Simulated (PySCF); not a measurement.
**Broadened absorption spectrum of C4H9ClSi**

C4H9ClSi.
SMILES: `C=C(C[SiH3])CCl`

Theory: PySCF 2.14.0, density-fitted response routines, TDDFT CAM-B3LYP/def2-SVPD, vertical, gas phase, core orbitals frozen in the response. Isolated species at its PBE0-D3(BJ)/def2-SVP geometry (one conformer only). Torsions of this conformer, `[CH2:1]=[C:2]([CH2:3][SiH3:4])[CH2:5][Cl:6]`: C1–C2–C3–Si4 -96°, C1–C2–C5–Cl6 -121°.

Computed states:

```json
{"state": "S1", "E (eV)": "6.49", "f": "0.320"}
{"state": "S2", "E (eV)": "6.88", "f": "0.0046"}
{"state": "S3", "E (eV)": "6.90", "f": "0.029"}
{"state": "S4", "E (eV)": "6.98", "f": "0.0058"}
{"state": "S5", "E (eV)": "7.54", "f": "0.064"}
{"state": "S6", "E (eV)": "7.86", "f": "0.036"}
```

Broadening: Gaussians 0.25 eV wide at half height, area fixed by f = 4.319×10⁻⁹ ∫ε dν̃. The cross-section is σ = 3.8235×10⁻²¹ ε cm², given in Mb (10⁻¹⁸ cm²). The width is an assumption, not a result. The curve ends short of the highest state used, and states not computed would add to its high-energy end.

Question: Give the broadened spectrum and its maxima.

Answer: 
λ (nm), σ (Mb) and a bar:
```
    170.8       0.92 
    171.4       0.64 
    172.0       0.61 
    172.6       0.81 
    173.1       1.16 
    173.7       1.81 
    174.3       2.77 #
    174.9       4.04 #
    175.5       5.63 #
    176.0       7.15 ##
    176.6       9.14 ##
    177.2      11.14 ##
    177.8      12.97 ###
    178.3      14.22 ###
    178.9      15.24 ###
    179.5      15.64 ####
    180.1      15.41 ###
    180.7      14.64 ###
    181.2      13.73 ###
    181.8      12.58 ###
    182.4      11.72 ###
    183.0      11.58 ###
    183.5      12.36 ###
    184.1      14.79 ###
    184.7      19.27 ####
    185.3      26.15 ######
    185.9      35.63 ########
    186.4      45.45 ##########
    187.0      59.23 #############
    187.6      74.48 #################
    188.2      90.15 ####################
    188.7     102.61 #######################
    189.3     115.65 ##########################
    189.9     125.43 #############################
    190.5     130.96 ##############################
    191.0     131.94 ##############################
    191.6     128.70 #############################
    192.2     121.09 ############################
    192.8     109.95 #########################
    193.4      96.43 ######################
    193.9      84.21 ###################
    194.5      69.40 ################
    195.1      55.33 #############
    195.7      42.71 ##########
    196.2      33.60 ########
    196.8      24.48 ######
    197.4      17.30 ####
    198.0      11.86 ###
    198.6       7.89 ##
    199.1       5.50 #
    199.7       3.47 #
    200.3       2.13 
    200.9       1.27 
    201.4       0.81 
    202.0       0.46 
    202.6       0.26
```

Maxima: 191 nm (6.49 eV), ε about 35000, made up of S1 (100%); 180 nm (6.90 eV), ε about 4100, made up of S2 (12%), S3 (75%) and S4 (12%) (ε in L mol⁻¹ cm⁻¹; maxima over ε = 5, shares over 10%). At its high-energy end, 7.26 eV, the curve is still rising (ε about 250, from S5).

Question: What would ε be at 6.49 eV, the highest of these maxima, with half the width (0.125 eV)?

Answer: About 68800 L mol⁻¹ cm⁻¹ against 34500, a factor of about 1.99; a lone state at its own centre would give exactly 2.

Question: On this curve, what absorbance would a 10⁻³ mol/L sample give at 193 nm over a 1 cm path?

Answer: 193 nm is 6.424 eV, where ε is about 28000 L mol⁻¹ cm⁻¹, so A = ε c l ≈ 28 (Beer–Lambert, with the gas-phase spectrum and the assumed width).
